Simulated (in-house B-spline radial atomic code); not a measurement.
Ar is squeezed into an impenetrable sphere of radius R (the orbitals vanish at R). Level of theory: non-relativistic r2SCAN, spin-polarised, spherical fractional occupations, point nucleus; calculated with a B-spline radial code for spherical atoms.

Energies in eV above the free atom in [Ne] 3s2 3p6:

```json
{"R (bohr)": "8.22", "highest level (eV)": "-10.7", "[Ne] 3s2 3p6": "0.001221", "[Ne] 3s2 3p5 3d1": "15.57", "[Ne] 3s1 3p6 3d1": "30.37"}
{"R (bohr)": "6.67", "highest level (eV)": "-10.7", "[Ne] 3s2 3p6": "0.02076", "[Ne] 3s2 3p5 3d1": "16.38", "[Ne] 3s1 3p6 3d1": "31.12"}
{"R (bohr)": "5.14", "highest level (eV)": "-10.3", "[Ne] 3s2 3p6": "0.3364", "[Ne] 3s2 3p5 3d1": "18.06", "[Ne] 3s1 3p6 3d1": "32.7"}
{"R (bohr)": "4.19", "highest level (eV)": "-9.06", "[Ne] 3s2 3p6": "1.964", "[Ne] 3s2 3p5 3d1": "21.12", "[Ne] 3s1 3p6 3d1": "35.76"}
{"R (bohr)": "3.62", "highest level (eV)": "-6.95", "[Ne] 3s2 3p6": "5.848", "[Ne] 3s2 3p5 3d1": "26.28", "[Ne] 3s1 3p6 3d1": "41.1"}
{"R (bohr)": "3.22", "highest level (eV)": "-3.98", "[Ne] 3s2 3p6": "12.86", "[Ne] 3s2 3p5 3d1": "34.49", "[Ne] 3s1 3p6 3d1": "49.65"}
{"R (bohr)": "2.5", "highest level (eV)": "9.24", "[Ne] 3s2 3p6": "56.75", "[Ne] 3s2 3p5 3d1": "81.26", "[Ne] 3s1 3p6 3d1": "98.03"}
{"R (bohr)": "2.1", "highest level (eV)": "27.7", "[Ne] 3s2 3p6": "136.7", "[Ne] 3s2 3p5 3d1": "162.5", "[Ne] 3s1 3p6 3d1": "181.1"}
{"R (bohr)": "1.66", "highest level (eV)": "75.4", "[Ne] 3s2 3p6": "388.8", "[Ne] 3s2 3p5 3d1": "411.3", "[Ne] 3s1 3p6 3d1": "432.4"}
{"R (bohr)": "1.26", "highest level (eV)": "197", "[Ne] 3s2 3p6": "1139", "[Ne] 3s2 3p5 3d1": "1135", "[Ne] 3s1 3p6 3d1": "1153"}
```

Does [Ne] 3s2 3p5 3d1 fall below [Ne] 3s2 3p6 under compression?

Yes, between R = 1.66 and 1.26 bohr the order changes (near 1.33 bohr by linear interpolation).

Does [Ne] 3s1 3p6 3d1 fall below [Ne] 3s2 3p6 under compression?

No, it stays above over the whole range.

The highest level is first positive in the row R = 2.5 bohr, pushed up by confinement above the zero of the free ion's potential. Each configuration is held fixed and needn't be the lowest in the sphere.
